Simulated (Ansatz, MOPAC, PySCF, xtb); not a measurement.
Pair of molecules: CH4 (SMILES C) (first 5 atoms) with SO2 (SMILES O=S=O); geometry from B3LYP-D3(BJ)/def2-TZVP, rigid monomers moved along the line of their centres of mass till C1···S7 is 3.96 Å.
(charge 0, multiplicity 1):
```xyz
8

C     -0.0076     0.0600    -0.0571
H     -0.0963     1.0543     0.3784
H     -0.7896    -0.5861     0.3394
H     -0.1105     0.1292    -1.1388
H      0.9709    -0.3594     0.1792
O      0.1762     1.1890     3.9890
S      0.4177    -0.2237     3.8668
O     -0.7013    -1.1259     3.9186
```

Counterpoise-corrected where a basis set is named; no monomer relaxation.

The state that PM7 reach isn't checked; PM7 holds dispersion and hydrogen-bond terms.

Codes used: Ansatz (Gaussian basis) for Hartree–Fock, density functionals and correlated methods; MOPAC for PM7 (differences of heats of formation); PySCF for the dispersion terms; xtb for the GFN methods. 

Q: One of these levels gives -40.6 meV for the interaction energy. Which one is it?
A) GFN2-xTB
B) r2SCAN-D3(BJ)/def2-TZVPPD
C) PM7

A: B, r2SCAN-D3(BJ)/def2-TZVPPD. The others give -16.5 (PM7), -56.1 (GFN2-xTB)

Ansatz is an electronic-structure program.
